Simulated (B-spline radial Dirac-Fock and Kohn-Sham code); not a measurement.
Z = 45 (rhodium), transition energy 298 keV. The computed values come from a B-spline atomic structure program: a Dirac-Hartree-Slater potential of the neutral atom with a Latter tail (no hole, which puts coefficients of high multipoles low close above an edge), finite nucleus with surface currents. Subshells that would emit electrons below 1 keV are left out.

Q: A pure transition shows α(K) = 0.0702, L1/L2 = 13.3 and L1/L3 = 26.8. What is its multipolarity?
A. M3
B. E3
C. E4
D. M1
E. E2
F. M4
G. E1
H. M2

A: H. For comparison, α(K), L1/L2, L1/L3 are E1 0.00588, 24.2, 16.7; E2 0.0248, 5.83, 6.18; E3 0.0910, 1.86, 2.51; E4 0.321, 0.803, 1.21; M1 0.0161, 23.6, 74.3; M3 0.276, 8.46, 8.27; M4 1.07, 5.98, 3.76.
